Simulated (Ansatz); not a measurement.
Stepwise reaction of `F[SiH2]S[SiH2]F` with methanol, as a gas-phase model of exchange steps in deposition or etching. ΔE in kJ/mol.

Program: Ansatz. Geometries: PBE0-D4/def2-TZVP. ΔE: electronic, gas phase. CCSD(T)/CBS adds triple-zeta CCSD(T) − MP2 to the extrapolated MP2 energy (def2 sets, frozen cores). This one scheme is used for every species. DFT in def2-TZVPP. B3LYP here is the variant with VWN-RPA as its local correlation; programs differ in this. One conformer a species, not always the lowest.

| step | reaction | PBE-D4 | B3LYP-D4 | ωB97M-V | CCSD(T)/CBS |
| --- | --- | --- | --- | --- | --- |
| 1 | `F[SiH2]S[SiH2]F` + CH₃OH → `CO[SiH2]S[SiH2]F` + H–F | 30.4 | 30.6 | 32.7 | 29.5 |
| 2 | `CO[SiH2]S[SiH2]F` + CH₃OH → `CO[SiH2]S[SiH2]OC` + H–F | 47.9 | 46.6 | 49.0 | 45.0 |

Question: By hand: ΔE of the 2 steps together at CCSD(T)/CBS.

Answer: (29.5) + (45.0) = 74.5 kJ/mol, or 37.2 kJ/mol a step.

In ΔE each step is higher than the one before. All are uphill at CCSD(T)/CBS. PBE-D4 differs from CCSD(T)/CBS by 0.9 to 2.9 kJ/mol a step. Only this route is followed, and other bonds may react first. Isolated molecules leave out the surface, adducts and barriers. Largest T1 diagnostic: 0.012.
